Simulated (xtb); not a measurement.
H₈N₃Si₃, SMILES [SiH2]1N[SiH]N[SiH2]N1 (connectivity only; charge and spin as stated), charge +1, multiplicity 1. All values are semi-empirical tight-binding results from xtb (GFN2-xTB unless named), good for trends rather than for accurate numbers. Geometry optimised at GFN2-xTB. The spin state was assumed, not searched. The isomer is the one that the SMILES or the coordinates give; other isomers of the formula were not compared.

Optimised geometry:

```xyz
14

N      0.6355    -1.5325     0.1087
Si     1.7433    -0.3121    -0.1751
N      1.1051     1.2337    -0.1756
Si    -0.6165     1.7269    -0.0011
N     -1.4963     0.2418    -0.1472
Si    -1.1517    -1.4035     0.2710
H      0.9714    -2.4825     0.1822
H      3.1371    -0.5731    -0.4152
H      1.7318     2.0158    -0.3022
H     -0.9043     2.5713    -1.1530
H     -0.6977     2.3456     1.3195
H     -2.4675     0.3873    -0.3775
H     -1.7072    -2.2843    -0.7485
H     -1.4250    -1.7397     1.6658
```
Charge +1, spin multiplicity 1.

```json
{
 "orbital_gap": "3.37 eV",
 "zero_point_energy": "55.7 kcal/mol",
 "G − E(el) at 298.15 K (modified RRHO)": "34.3 kcal/mol",
 "static polarisability (D4 model)": "110.4 bohr³",
 "solvation energy, GFN2-xTB/ALPB(water)": "-40.4 kcal/mol",
 "solvation energy, GFN2-xTB/ALPB(acetonitrile)": "-37.7 kcal/mol"
}
```

Question: Give the atomic charges and the Wiberg bond orders between heavy atoms. (An estimate is asked for; the answer gives what the named calculation found.)

Answer: charges (e) N1 -0.38, Si2 0.58, N3 -0.38, Si4 0.55, N5 -0.41, Si6 0.55, H7 0.20, H8 0.03, H9 0.20, H10 -0.03, H11 -0.03, H12 0.18, H13 -0.03, H14 -0.03. Bond orders N1–Si2 1.42, Si2–N3 1.42, N3–Si4 0.80, Si4–N5 1.09, N1–Si6 0.80, N5–Si6 1.09.
